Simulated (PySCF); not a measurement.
Cl4Cu2, SMILES [Cl][Cu]1<-[Cl][Cu]([Cl])<-[Cl]1 (connectivity only; charge and spin as stated), neutral, multiplicity 3. Atoms are numbered in the order given.

```xyz
6

Cu     0.0000     0.0000     1.5809
Cu     0.0000     0.0000    -1.5809
Cl     0.0000    -1.6469     0.0000
Cl     0.0000     1.6469     0.0000
Cl     0.0000     0.0000     3.6972
Cl     0.0000     0.0000    -3.6972
```
Charge 0, spin multiplicity 3.

Geometry: B3LYP-D3(BJ)/def2-SVP. The spin state was assumed, not searched. Other conformers were not sampled.

All values below come from PBE/def2-TZVP in PySCF.

Atomic charges (e):

| atom | meta-Löwdin | Löwdin | Mulliken spin |
|---|---|---|---|
| Cu1 | ___ | -0.46 | 0.41 |
| Cu2 | ___ | -0.46 | 0.41 |
| Cl3 | ___ | 0.31 | 0.25 |
| Cl4 | ___ | 0.31 | 0.25 |
| Cl5 | ___ | 0.15 | 0.34 |
| Cl6 | ___ | 0.15 | 0.34 |

Q: Some entries are withheld; supply them. (The exact figures need the calculation; the answer reports its results.)

A: 
- Cu1, meta-Löwdin: 0.86
- Cu2, meta-Löwdin: 0.86
- Cl3, meta-Löwdin: -0.45
- Cl4, meta-Löwdin: -0.45
- Cl5, meta-Löwdin: -0.41
- Cl6, meta-Löwdin: -0.41
